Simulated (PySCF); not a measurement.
Gas-phase reaction: WO2F2 + 2 O = WO3 + F2O

Computed with PySCF (xtb for GFN2) and rigid-rotor harmonic-oscillator thermochemistry at 1 bar. † marks an energy on the PBE0/def2-TZVP geometry and frequencies; other levels use their own. Open shells (unrestricted): O (multiplicity 3, electronic degeneracy 9); the rest are closed-shell singlets. GFN2 has no spin-polarisation term. Spin-orbit splitting is ignored; it lowers the true energy and changes the entropy of O. W: scalar-relativistic def2 core potential, no spin-orbit coupling. WO2F2: computed as isolated molecules; such fragments, hydroxides, amides, oligomers or adducts are transient or little studied in the gas. The harmonic model lacks anharmonicity and excited electronic states, which grow with temperature; levels with a mode under 35 cm⁻¹ are left out. Warning, point group unlike the PBE0 one: WO2F2 (GFN2-xTB).

```
level               ΔE electronic, kJ  ΔH°(298 K), kJ  ΔS°(298 K), J/K  ΔG°(2500 K), kJ
------------------  -----------------  --------------  ---------------  ---------------
GFN2-xTB                         -478            -476             -110             -161
HF/def2-TZVP†                     758             762             -110             1081
M06-2X/def2-TZVP†                 224             229             -110              547
PBE/def2-SVP                       61              64             -111              381
PBE0/def2-QZVP†                   207             212             -110              531
PBE0/def2-TZVP                    200             205             -110              524
r2SCAN/def2-TZVP†                 178             183             -110              501
LDA/def2-TZVP†                    -72             -67             -110              252
ωB97M-V/def2-TZVP†                208             213             -110              532
ωB97X-V/def2-TZVP†                208             213             -110              532
```
ΔH° is lowest at GFN2-xTB and highest at HF/def2-TZVP†. No reference value is set beside these.
